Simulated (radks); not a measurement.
Results of a calculation; reference values are marked as such.
Correlation energies from several functionals, in hartree. Species: Pb4+ [Xe] 4f14 5d10; Sb3+ [Kr] 4d10 5s2; Ru3+ [Kr] 4d5; Ag+ [Kr] 4d10. Level of theory: non-relativistic Kohn-Sham, LDA (Slater exchange, Perdew-Wang correlation), spin-polarised, spherical densities, point nucleus (a radial shooting solver on a logarithmic mesh with Libxc functionals). Every spin shell is full or empty, so the densities are truly spherical. Functionals are evaluated on that one density, not self-consistently.

| functional | Pb4+ | Sb3+ | Ru3+ | Ag+ |
|---|---|---|---|---|
| PW92 | -8.3676 | -4.7273 | -3.9144 | -4.4104 |
| Chachiyo | -8.2794 | -4.6671 | -3.8571 | -4.3511 |
| PBE | -4.9258 | -2.6214 | -2.1334 | -2.4551 |
| PBEsol | -5.5049 | -2.9667 | -2.4237 | -2.7784 |
| TPSS | -4.9234 | -2.6240 | -2.1345 | -2.4568 |
| revTPSS | -4.9601 | -2.6535 | -2.1598 | -2.4861 |
| SCAN | -4.9297 | -2.6193 | -2.1217 | -2.4504 |
| r2SCAN | -4.9440 | -2.6348 | -2.1371 | -2.4636 |
| B95 | -6.1377 | -3.2233 | -2.5949 | -2.9800 |
| Tao-Mo | -4.8185 | -2.5355 | -2.0528 | -2.3701 |
